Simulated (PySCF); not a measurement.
# Computed properties of C3H5BFNO, SMILES C/N=C/B(F)C=O

C3H5BFNO, SMILES C/N=C/B(F)C=O. Geometry: B3LYP-D3(BJ)/def2-SVP. The structure was generated by enumeration; whether it is a known compound was not checked. The values are those of a single conformer. All values are computed for the isolated molecule unless a solvent is named; none is compared with measurement here.

**Structure.** The optimised structure has Cs symmetry. All 30 harmonic modes at B3LYP-D3(BJ)/def2-SVP (PySCF) are real, so it is a minimum. With heavy atoms numbered as in [CH3:1]/[N:2]=[CH:3]/[B:4]([F:5])[CH:6]=[O:7], the shortest bond between them is C6–O7 at 1.216 Å and the longest B4–C6 at 1.610 Å.

**Vibrations.** The strongest infrared lines (harmonic, unscaled, degenerate partners summed) lie at 2834 cm⁻¹ (184 km/mol, H 92 %), 1439 cm⁻¹ (173 km/mol, B 44 %, H 33 %, F 11 %), 1351 cm⁻¹ (79 km/mol, H 56 %, B 24 %, F 9 %). The softest mode is at 65 cm⁻¹ and the zero-point energy is 52.7 kcal/mol.

**Electronic structure.** CAM-B3LYP/def2-TZVP (PySCF) places the frontier levels at -8.73 and -1.96 eV, a gap of 6.77 eV, and gives a dipole moment of 1.08 D and a mean polarisability of 60.6 bohr³. PBE/def2-TZVP (PySCF) at the same geometry gives -5.68 and -4.09 eV, so its gap is 5.18 eV narrower. An orbital gap is neither the optical nor the fundamental gap.

**Excitations.** TDA-M06-2X/def2-SVPD (PySCF) has S1 at 2.43 eV (511 nm, f = 0.000, dark); the most intense of the 10 singlets computed lies at 6.12 eV (f = 0.34). T1 (TDA) is at 1.88 eV, 0.55 eV under S1. TDA-PBE/def2-SVPD (PySCF) puts S1 at 1.76 eV.

**NMR.** GIAO shifts at KT2/pcSseg-1 (PySCF) (non-relativistic, atoms alike by connectivity averaged): ¹³C from 63.1 to 223.8 ppm against TMS; ¹H from 4.3 to 11.6 ppm against TMS; ¹⁹F at -95.7 ppm against CFCl3; ¹¹B at 6.4 ppm against BF3.
